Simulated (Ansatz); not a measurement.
Consider the ligand exchange at a B–N bond: `O=C=NB(F)F` + `CNC` → `CN(C)B(F)F` + `N=C=O`.

Calculated with Ansatz (gas phase, PBE0-D4/def2-TZVP geometries, no zero-point term in ΔE). CCSD(T)/CBS adds triple-zeta CCSD(T) − MP2 to the extrapolated MP2 energy (def2 sets, frozen cores). This one scheme is used for every species. Functionals use def2-TZVPP. HSE06 is defined as in plane-wave codes. Each species was taken in one conformer, which may not be the lowest.

```tsv
level	ΔE (kJ/mol)
r2SCAN-D4	-27.8
PBE0-D4	-27.5
r2SCAN0-D4	-27.3
BHLYP-D4	-26.3
HSE06	-25.0
HF/def2-QZVPP	-14.1
HF/CBS(def2)	-14.1
CCSD/CBS(def2)	-28.9
```

**Question.** What does CCSD(T)/CBS give? (Estimate.)

**Answer.** The calculation gave: -30.4 kJ/mol. The listed levels differ from it by 2.6, 2.9, 3.1, 4.1, 5.4, 16.3, 16.3, 1.5 kJ/mol.

**Question.** What do rigid-rotor, harmonic-oscillator terms from PBE0-D4/def2-TZVP frequencies (298.15 K, 1 bar) make of the CCSD(T)/CBS value? (Estimate.)

**Answer.** The calculation gave: ΔZPE = -3.9 kJ/mol, ΔH = -33.5 kJ/mol, ΔS = -21 J/(mol·K), ΔG = -27.1 kJ/mol.

Largest T1 diagnostic among the species: 0.018.

In def2-TZVPP, CCSD(T) changes the Hartree–Fock value by −14.7 kJ/mol (the triples alone add −1.5 kJ/mol) and MP2 by −13.9 kJ/mol. At CCSD(T), def2-SVP lies +3.0 kJ/mol from the extrapolated value and def2-TZVPP +1.2 kJ/mol. The D4 term adds −4.2 kJ/mol with B3LYP and −2.4 kJ/mol with PBE0; it sums over pairs of atoms, weighted by their polarisabilities, and B3LYP, whose exchange is more repulsive, gets the larger term.

B3LYP here is the variant with VWN-RPA as its local correlation; programs differ in this.
